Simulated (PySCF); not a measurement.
Members of one series of related molecules.

All values: CAM-B3LYP/def2-SVPD (PySCF) at GFN2-xTB geometries, gas phase, one conformer each. Core orbitals are frozen in the response; Δα² is half the sum of the squared differences of the principal polarisabilities.

Question: Rank by dipole moment, highest first.
A. `[CH3:1][O:2][SiH2:3][C@@H:4]1[SiH2:5][C@H:6]1[C:7]#[N:8]` with C1–O2–Si3–C4 -179°, O2–Si3–C4–Si5 27°
B. `[N:1]#[C:2][C@@H:3]1[CH2:4][C@H:5]1[SiH2:6][OH:7]` with C4–C5–Si6–O7 36°, C5–Si6–O7–H -179°
C. `[CH3:1][O:2][SiH2:3][C@@H:4]1[CH2:5][C@H:6]1[C:7]#[N:8]` with C1–O2–Si3–C4 180°, O2–Si3–C4–C5 -125°
D. `[CH3:1][O:2][SiH2:3][C@@H:4]1[CH2:5][Si@H:6]1[C:7]#[N:8]` with C1–O2–Si3–C4 -177°, O2–Si3–C4–C5 54°

Answer: A (5.62 D), B (5.35 D), C (5.15 D), D (4.71 D).

Question: Rank by polarisability anisotropy Δα, lowest first.
A. `[CH3:1][O:2][SiH2:3][C@@H:4]1[SiH2:5][C@H:6]1[C:7]#[N:8]` with C1–O2–Si3–C4 -179°, O2–Si3–C4–Si5 27°
B. `[CH3:1][O:2][SiH2:3][C@@H:4]1[CH2:5][C@H:6]1[C:7]#[N:8]` with C1–O2–Si3–C4 180°, O2–Si3–C4–C5 -125°
C. `[CH3:1][O:2][SiH2:3][C@@H:4]1[CH2:5][Si@H:6]1[C:7]#[N:8]` with C1–O2–Si3–C4 -177°, O2–Si3–C4–C5 54°
D. `[N:1]#[C:2][C@@H:3]1[CH2:4][C@H:5]1[SiH2:6][OH:7]` with C4–C5–Si6–O7 36°, C5–Si6–O7–H -179°

Answer: D (4.48 Å³), A (4.83 Å³), B (5.25 Å³), C (6.67 Å³).

All values together:

```tsv
SMILES	change	formula	μ (D)	HOMO (eV)	LUMO (eV)	α (Å³)	Δα (Å³)	electrons	α per electron (Å³)
CO[SiH2][C@@H]1C[C@H]1C#N	parent	C5H9NOSi	5.15	-9.70	0.66	13.19	5.25	68	0.194
CO[SiH2][C@@H]1[SiH2][C@H]1C#N	C replaced by Si	C4H9NOSi2	5.62	-8.61	0.29	15.74	4.83	76	0.207
CO[SiH2][C@@H]1C[Si@H]1C#N	C replaced by Si	C4H9NOSi2	4.71	-8.59	0.08	15.74	6.67	76	0.207
N#C[C@@H]1C[C@H]1[SiH2]O	terminal C group replaced by H	C4H7NOSi	5.35	-9.67	0.41	11.38	4.48	60	0.190
CO[SiH2]C1=C[C@@H]1C#N	C-C bond made double	C5H7NOSi	5.58	-9.48	-0.09	13.00	4.89	66	0.197
```

Conformers: `[CH3:1][O:2][SiH2:3][C@@H:4]1[CH2:5][C@H:6]1[C:7]#[N:8]` with C1–O2–Si3–C4 180°, O2–Si3–C4–C5 -125°; `[CH3:1][O:2][SiH2:3][C@@H:4]1[SiH2:5][C@H:6]1[C:7]#[N:8]` with C1–O2–Si3–C4 -179°, O2–Si3–C4–Si5 27°; `[CH3:1][O:2][SiH2:3][C@@H:4]1[CH2:5][Si@H:6]1[C:7]#[N:8]` with C1–O2–Si3–C4 -177°, O2–Si3–C4–C5 54°; `[N:1]#[C:2][C@@H:3]1[CH2:4][C@H:5]1[SiH2:6][OH:7]` with C4–C5–Si6–O7 36°, C5–Si6–O7–H -179°; `[CH3:1][O:2][SiH2:3][C:4]1=[CH:5][C@@H:6]1[C:7]#[N:8]` with C1–O2–Si3–C4 -63°, O2–Si3–C4–C5 8°.

Question: Give the shifts from the parent, `CO[SiH2][C@@H]1C[C@H]1C#N`.

Answer: 
```tsv
SMILES	change in μ (D)	change in HOMO (eV)	change in LUMO (eV)	change in mean α (Å³)
CO[SiH2][C@@H]1[SiH2][C@H]1C#N	+0.47	+1.09	-0.37	+2.55
CO[SiH2][C@@H]1C[Si@H]1C#N	-0.44	+1.11	-0.58	+2.55
N#C[C@@H]1C[C@H]1[SiH2]O	+0.20	+0.03	-0.25	-1.81
CO[SiH2]C1=C[C@@H]1C#N	+0.43	+0.22	-0.75	-0.19
```
